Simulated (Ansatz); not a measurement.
Abridged output of a molecular run in Ansatz:

```
Functional definition: HF
2041 factors; integrals over basis functions are off by at most 8.9e-4 eV
mean field evaluation 1: about -20469.8533 eV, gradient 5.0e1 eV
mean field evaluation 2: about -20470.1820 eV, gradient 5.1e1 eV
mean field evaluation 4: about -20475.6229 eV, gradient 4.9e0 eV
mean field evaluation 8: about -20475.7021 eV, gradient 2.9e-1 eV
mean field -20475.70249518 eV, -752.4681877681 hartree, gradient 1.6e-6 eV, S^2 0.000000; 0 other end points of the search recorded, 0 dependent functions left out
11 core orbitals not correlated: weight in the atoms' cores, before any rotation towards them, 1.000 or more for the frozen orbitals, at most 0.000 for the correlated occupied ones
reference -20475.70249518 eV, -752.4681877681 hartree; 21, 21 occupied and 308, 308 virtual orbitals, 2041 factors
second order -34.85871620 eV of doubles, -0.00000000 eV of singles
cycle   1  -35.38748981 eV  change   -5.3e-1 eV  update   1.2e-1
cycle   2  -36.15148556 eV  change   -7.6e-1 eV  update   3.3e-2
cycle   3  -36.31970270 eV  change   -1.7e-1 eV  update   1.7e-2
cycle   4  -36.30528405 eV  change    1.4e-2 eV  update   3.8e-3
cycle   5  -36.30388402 eV  change    1.4e-3 eV  update   1.7e-3
cycle   6  -36.30466337 eV  change   -7.8e-4 eV  update   4.9e-4
cycle   7  -36.30434322 eV  change    3.2e-4 eV  update   1.8e-4
cycle   8  -36.30428562 eV  change    5.8e-5 eV  update   5.3e-5
cycle   9  -36.30430684 eV  change   -2.1e-5 eV  update   1.9e-5
perturbative correction -1.43863963 eV, -0.0528690314 hartree
Total energy: -20513.44544165 eV, -753.8552154678 hartree
```

Its atoms:

Cartesian coordinates in Å:
```
C 0.481 -0.822 -1.295
C 0.532 -0.108 0.037
C 1.472 1.075 0.035
O -0.773 0.385 0.357
B -1.718 -0.295 1.036
O -2.935 0.255 1.256
Cl -1.445 -1.922 1.685
H -0.203 -1.671 -1.253
H 1.472 -1.196 -1.563
H 0.146 -0.140 -2.080
H 0.833 -0.815 0.817
H 1.173 1.800 -0.727
H 2.491 0.747 -0.182
H 1.470 1.574 1.006
H -2.997 1.134 0.872
```

Task: Which basis set was used?
A. cc-pV(Q+d)Z
B. def2-TZVPP
C. def2-QZVPP
D. def2-SVPD

Result: B. It gives 340 functions.

Task: Write the keys of the input that set method, charge and spin (a neutral closed shell needs none for the last two).

Result: 
```yaml
correlation: {method: ccsd_t}
```
